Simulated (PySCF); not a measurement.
Isomers of C7H12FP, mass 146.066 u with the commonest isotopes. Method used: PBE0/pcSseg-1 in PySCF (dipole) on a GFN2-xTB geometry, gas phase. One conformer each, none proved a minimum here; rigid rotors.

Question: Order these by dipole moment, largest first.
A. `[CH3:1]/[CH:2]=[CH:3]\[P:4]=[C:5](\[F:6])[CH:7]([CH3:8])[CH3:9]` with C2–C3–P4–C5 149°, P4–C5–C7–C8 -111°
B. `[CH2:1]=[CH:2][CH2:3]/[P:4]=[C:5](\[F:6])[CH:7]([CH3:8])[CH3:9]` with C1–C2–C3–P4 113°, C2–C3–P4–C5 -80°, P4–C5–C7–C8 -15°
C. `[CH3:1][CH:2]([CH3:3])[P:4]1[CH2:5][CH:6]=[C:7]([F:8])[CH2:9]1` with C1–C2–P4–C5 74°, C2–P4–C5–C6 82°, P4–C5–C6–C7 13°, C6–C7–C9–P4 -13°, C2–P4–C9–C7 -82°

Answer: A (2.72 D), C (1.20 D), B (1.05 D).

Question: Order these by out-of-plane moment Σ m c² = (Ia + Ib − Ic)/2, largest first.
A. `[CH3:1]/[CH:2]=[CH:3]\[P:4]=[C:5](\[F:6])[CH:7]([CH3:8])[CH3:9]` with C2–C3–P4–C5 149°, P4–C5–C7–C8 -111°
B. `[CH3:1][CH:2]([CH3:3])[P:4]1[CH2:5][CH:6]=[C:7]([F:8])[CH2:9]1` with C1–C2–P4–C5 74°, C2–P4–C5–C6 82°, P4–C5–C6–C7 13°, C6–C7–C9–P4 -13°, C2–P4–C9–C7 -82°
C. `[CH2:1]=[CH:2][CH2:3]/[P:4]=[C:5](\[F:6])[CH:7]([CH3:8])[CH3:9]` with C1–C2–C3–P4 113°, C2–C3–P4–C5 -80°, P4–C5–C7–C8 -15°

Answer: B (76.16 u·Å²), A (67.44 u·Å²), C (55.76 u·Å²).

Question: Order these by radius of gyration √(Σ m r²/M), smallest first.
A. `[CH3:1]/[CH:2]=[CH:3]\[P:4]=[C:5](\[F:6])[CH:7]([CH3:8])[CH3:9]` with C2–C3–P4–C5 149°, P4–C5–C7–C8 -111°
B. `[CH3:1][CH:2]([CH3:3])[P:4]1[CH2:5][CH:6]=[C:7]([F:8])[CH2:9]1` with C1–C2–P4–C5 74°, C2–P4–C5–C6 82°, P4–C5–C6–C7 13°, C6–C7–C9–P4 -13°, C2–P4–C9–C7 -82°
C. `[CH2:1]=[CH:2][CH2:3]/[P:4]=[C:5](\[F:6])[CH:7]([CH3:8])[CH3:9]` with C1–C2–C3–P4 113°, C2–C3–P4–C5 -80°, P4–C5–C7–C8 -15°

Answer: B (2.171 Å), C (2.298 Å), A (2.411 Å).

| SMILES | point group | Ia (u·Å²) | Ib (u·Å²) | Ic (u·Å²) | κ | μa (D) | μb (D) | μc (D) |
| --- | --- | --- | --- | --- | --- | --- | --- | --- |
| C=CC/P=C(\F)C(C)C | C1 | 200.20 | 627.23 | 715.91 | -0.89 | 1.03 | 0.21 | 0.09 |
| C/C=C\P=C(\F)C(C)C | C1 | 206.78 | 709.93 | 781.82 | -0.93 | 0.46 | 2.68 | 0.01 |
| CC(C)P1CC=C(F)C1 | C1 | 226.00 | 538.46 | 612.14 | -0.84 | 0.99 | 0.42 | 0.54 |
